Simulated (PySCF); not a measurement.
**Löwdin shares of the frontier orbitals**

Species: C2H7B2NO2.
Cartesian coordinates in Å at the PBE0-D3(BJ)/def2-SVP level; atoms count from 1:
```xyz
14
C2H7B2NO2 angstrom
B      2.686    0.541   -0.564
N      1.406   -0.241   -0.246
C      0.447   -0.829   -0.003
C     -0.788   -1.510    0.303
B     -2.030   -0.545    0.012
O     -2.358   -0.357   -1.288
O     -2.644    0.000    1.088
H      2.354    1.443   -1.323
H      3.454   -0.258   -1.085
H      3.100    0.957    0.511
H     -0.773   -1.819    1.359
H     -0.859   -2.412   -0.327
H     -3.079    0.254   -1.466
H     -3.380    0.593    0.907
```

Theory: PySCF 2.14.0, density-fitted response routines, TDDFT PBE0/def2-SVPD, vertical, gas phase, core orbitals frozen in the response.

Frontier orbitals with the atoms that hold most of them (Löwdin shares over 4%, at most four atoms; ? is withheld):

| orbital | ε (eV) | atoms |
| --- | --- | --- |
| LUMO+2 | -0.15 | N2 32%, C3 31%, C4 14%, H11 6% |
| LUMO+1 | -0.53 | N2 20%, C3 18%, B5 18%, C4 15% |
| LUMO | -0.96 | ? |
| HOMO | -7.35 | B1 37%, H8 21%, H9 19%, N2 11% |
| HOMO-1 | -7.38 | B1 37%, H10 26%, N2 10%, H9 10% |
| HOMO-2 | -10.39 | B1 38%, H9 16%, H10 15%, H8 15% |
| HOMO-3 | -10.63 | N2 21%, O7 16%, O6 15%, C4 14% |

(1) Give the leading atoms of the LUMO.

(2) How does S1 compare with the orbital gap of 6.39 eV?

Results:

(1) B5 (bonded to C and 2 O) 34%; O7 (bonded to B and H) 16%; O6 (bonded to B and H) 16%; H14 (bonded to O) 13%. By element: boron 34% or more, oxygen 33%, hydrogen 13% or more.

(2) S1 is at 5.59 eV (f = 0.0006), 0.80 eV below the gap, made of HOMO-1→LUMO+1 (78%), HOMO→LUMO+2 (15%). Its leading pair isn't HOMO and LUMO; the energies of that pair differ by 6.84 eV. 

Next come S2 at 5.74 eV (f 0.025), HOMO→LUMO+1 (66%), HOMO-1→LUMO+2 (29%); S3 at 5.75 eV (f 0.0043), HOMO→LUMO (92%); S4 at 5.80 eV (f 0.0059), HOMO→LUMO+2 (79%), HOMO-1→LUMO+1 (16%); S5 at 5.81 eV (f 0.0011), HOMO-1→LUMO (87%).

Löwdin shares depend on the basis, the more so with diffuse functions.

One conformer stands for the species.
